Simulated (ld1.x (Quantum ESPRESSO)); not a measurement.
**Scattering properties, PAW potential for gadolinium (Gd)**

* Element: Gd (Z = 64)
* Generator: ld1.x (Quantum ESPRESSO) 7.5
* Type: PAW
* Functional: LDA (PZ)
* Relativity: fully relativistic
* Frozen core: [Kr] 4d10
* Valence charge: 18
* Reference configuration: 4f7 5s2 5p6 5d1 6s2 6p0
* Partial waves: 5s (bound): rcut 1.85, rcutus 2.10 bohr; 6s (bound): rcut 1.85, rcutus 2.10 bohr; 5p (bound): rcut 2.05, rcutus 2.50 bohr; 6p (bound, empty): rcut 2.05, rcutus 2.50 bohr; 5d (bound): rcut 3.25, rcutus 4.10 bohr; 5d channel at 3 Ry: rcut 3.25, rcutus 4.10 bohr; 4f (bound): rcut 1.25, rcutus 1.45 bohr; 4f channel at -0.05 Ry: rcut 1.25, rcutus 1.45 bohr
* Local potential: all-electron potential smoothed inside 2.05 bohr (lloc = -2)
* Core correction: Bessel-smoothed model core inside 1.50 bohr
* Augmentation charge: PSQ, inside the norm-conserving radii

Open shells are filled in proportion to 2j + 1 (rel_dist='average').

The phase is arctan(r·u′/u) with u = r·R(r), unwrapped; energies in Ry, scanned from -6 to 5 Ry. A pole is an energy at which the radial function vanishes at the test radius. The pseudo phase is shifted by a multiple of π to meet the all-electron one at the reference energy, and phase errors are pseudo minus all-electron; the curves can meet again beyond the range given. Levels narrower than the energy grid can be missing from the lists of poles.

Task: For each channel, where are the poles, and over which energies does the pseudopotential scatter like the atom?

Result:

```
channel  radius (bohr)  reference energy (Ry)  poles, all-electron      poles, pseudo  unbroken range about the reference energy with phases within 0.05 rad  phase error 1 Ry above the reference energy (rad)
   p1/2           4.47                  -0.12    -2.22, 0.62, 3.61  -2.22, 0.62, 3.37                                                              below 1.6                                             -0.002
   d3/2           4.47                  -0.21          -0.09, 1.86        -0.09, 1.95                                                              below 0.3                                             +0.764
   d5/2           4.47                  -0.19          -0.06, 1.90        -0.06, 1.98                                                              below 0.3                                             +0.680
   f5/2           4.47                  -0.68           1.41, 3.77         1.41, 3.77                                                        the whole range                                             -0.000
   f7/2           4.47                  -0.63           1.42, 3.79         1.42, 3.81                                                              below 2.4                                             +0.000
```

The ghost test of this file was not conclusive.

Phases in the d5/2 channel:

| E (Ry) | all-electron | pseudo |
| --- | --- | --- |
| -6.00 | 1.479 | 1.479 |
| -5.48 | 1.475 | 1.475 |
| -4.96 | 1.470 | 1.470 |
| -4.44 | 1.464 | 1.464 |
| -3.92 | 1.457 | 1.457 |
| -3.40 | 1.448 | 1.449 |
| -2.88 | 1.437 | 1.438 |
| -2.36 | 1.423 | 1.424 |
| -1.84 | 1.402 | 1.403 |
| -1.32 | 1.369 | 1.371 |
| -0.80 | 1.297 | 1.303 |
| -0.28 | 0.447 | 0.469 |
| 0.24 | -1.848 | -1.812 |
| 0.76 | -3.166 | -2.567 |
| 1.28 | -4.522 | -4.442 |
| 1.80 | -4.693 | -4.673 |
| 2.32 | -4.787 | -4.779 |
| 2.84 | -4.925 | -4.924 |
| 3.36 | -5.998 | -5.921 |
| 3.88 | -7.622 | -7.589 |
| 4.40 | -7.770 | -7.749 |
| 4.92 | -7.830 | -7.811 |
